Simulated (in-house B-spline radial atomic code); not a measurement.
Values are calculated unless marked as measured or tabulated.
Weak and strong correlation along the adiabatic connection

Two-electron singlets in several external potentials (atomic units), by full CI in B-splines with partial waves to l = 8 (correlation energies up to 0.6 % small). The repulsion is scaled by λ at fixed density; W(λ) is the mean repulsion less the Hartree energy, W(0) = E_x, and the area under W from 0 to 1 is E_xc.

Relative drop (W(λ) − E_x)/E_x:

```csv
system,λ = 0.12,λ = 0.25,λ = 0.4,λ = 0.6,λ = 0.8,λ = 1
"empty sphere, radius 4.44 bohr",0.0345,0.0660,0.0963,0.1288,0.1545,0.1754
"−Z exp(−kr)/r, Z = 4.06, k = 1.69",0.0060,0.0123,0.0194,0.0284,0.0371,0.0453
"−Z exp(−kr)/r, Z = 2.64, k = 0.859",0.0094,0.0191,0.0297,0.0430,0.0554,0.0670
"−V exp(−r²/w²), V = 0.605, w = 6.8",0.0441,0.0821,0.1165,0.1516,0.1781,0.1989
"−Z exp(−kr)/r, Z = 8.79, k = 3.27",0.0024,0.0050,0.0079,0.0118,0.0156,0.0193
"empty sphere, radius 2.59 bohr",0.0198,0.0392,0.0594,0.0831,0.1036,0.1214
"−V exp(−r²/w²), V = 8.73, w = 10.6",0.0256,0.0499,0.0743,0.1018,0.1247,0.1441
```

Problem. Order the systems by how far second-order (GL2) theory, half the initial slope (estimated from the first points of each curve), overshoots the correlation energy, least first.
A. −Z exp(−kr)/r, Z = 4.06, k = 1.69
B. −Z exp(−kr)/r, Z = 8.79, k = 3.27
C. −Z exp(−kr)/r, Z = 2.64, k = 0.859
D. empty sphere, radius 4.44 bohr
E. empty sphere, radius 2.59 bohr
F. −V exp(−r²/w²), V = 0.605, w = 6.8
G. −V exp(−r²/w²), V = 8.73, w = 10.6

Solution. B (GL2/E_c = 1.03), A (GL2/E_c = 1.08), C (GL2/E_c = 1.13), E (GL2/E_c = 1.27), G (GL2/E_c = 1.36), D (GL2/E_c = 1.48), F (GL2/E_c = 1.66).

Problem. What else changes along this order?

Solution. The ratio follows the bend of the curve. With it the leading natural occupation goes from 1.999 to 1.857 and −T_c/E_c from 0.97 to 0.61 between the first and the last.
